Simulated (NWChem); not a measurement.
System meant: ZrNHCl$_{2}$; SMILES [NH]=[Zr]([Cl])[Cl]

NWChem input:

```
start job
memory heap 200 mb stack 900 mb global 1100 mb
geometry units angstroms noautoz
  Zr    -0.185223     0.000700    -0.000074
  N     -1.548155     0.002576    -1.158622
  H     -2.253402     0.004050    -1.891736
  Cl     0.961447     2.089549     0.075490
  Cl     0.957723    -2.090288     0.072890
end
basis spherical
  * library def2-svp
end
ecp
  Zr library def2-ecp
end
dft
  xc xpbe96 cpbe96
  iterations 4
  mulliken
end
task dft energy
```

End of the output:

```
    Atom       Charge   Shell Charges
 -----------   ------   -------------------------------------------------------
    1 Zr  12    12.20   0.00  0.92  0.95  0.32  0.10  5.32  1.01  0.34  1.97  1.10  0.17
    2 N    7     7.00   1.97  0.79  0.48  2.09  1.64  0.02
    3 H    1     0.92   0.58  0.21  0.12
    4 Cl  17    16.94   2.00  1.96  1.04  0.75  5.82  2.28  3.09  0.01
    5 Cl  17    16.94   2.00  1.96  1.04  0.75  5.82  2.28  3.09  0.01

 center of mass
 --------------
 x =   0.01825113 y =  -0.02779098 z =   0.00000000

 moments of inertia (a.u.)
 ------------------
        1118.773250408100          -0.000000000825           0.000000000000
          -0.000000000825        1505.664939915987           0.000000000000
           0.000000000000           0.000000000000         442.722140424095

     Multipole analysis of the density
     ---------------------------------

     L   x y z        total         alpha         beta         nuclear
     -   - - -        -----         -----         ----         -------
     0   0 0 0     -0.000000    -27.000000    -27.000000     54.000000

     1   1 0 0     -0.987419     -7.849231     -7.849231     14.711043
     1   0 1 0     -0.786967     -5.813749     -5.813749     10.840531
     1   0 0 1      0.000000      0.000000      0.000000      0.000000

     2   2 0 0    -38.236815   -124.510343   -124.510343    210.783871
     2   1 1 0     -0.463145      5.422908      5.422908    -11.308961
     2   1 0 1     -0.000000     -0.000000     -0.000000      0.000000
     2   0 2 0    -35.431197    -22.815731    -22.815731     10.200266
     2   0 1 1     -0.000000     -0.000000     -0.000000      0.000000
     2   0 0 2    -47.269461   -288.793385   -288.793385    530.317309

 ------------------------------------------------------------------------
 dft energy failed                                                                                  0
 ------------------------------------------------------------------------
 ------------------------------------------------------------------------
  current input line :
    21: task dft energy
 ------------------------------------------------------------------------
 ------------------------------------------------------------------------
 This type of error is most commonly associated with calculations not reaching convergence criteria
 ------------------------------------------------------------------------
 For more information see the NWChem manual at https://nwchemgit.github.io

0:dft energy failed:Received an Error in Communication
```

Question: What is wrong, and how is it mended?

Answer: Convergence was not reached. Cause: the SCF was allowed too few iterations. This input runs:
```
start job
memory heap 200 mb stack 900 mb global 1100 mb
geometry units angstroms noautoz
  Zr    -0.185223     0.000700    -0.000074
  N     -1.548155     0.002576    -1.158622
  H     -2.253402     0.004050    -1.891736
  Cl     0.961447     2.089549     0.075490
  Cl     0.957723    -2.090288     0.072890
end
basis spherical
  Zr library def2-svp
  N library def2-svp
  H library def2-svp
  Cl library def2-svp
end
ecp
  Zr library def2-ecp
end
dft
  xc xpbe96 cpbe96
  iterations 150
  mulliken
end
task dft energy
```
It converges to -1022.20687 Ha (PBE/def2-SVP with def2 effective core potentials on Zr).
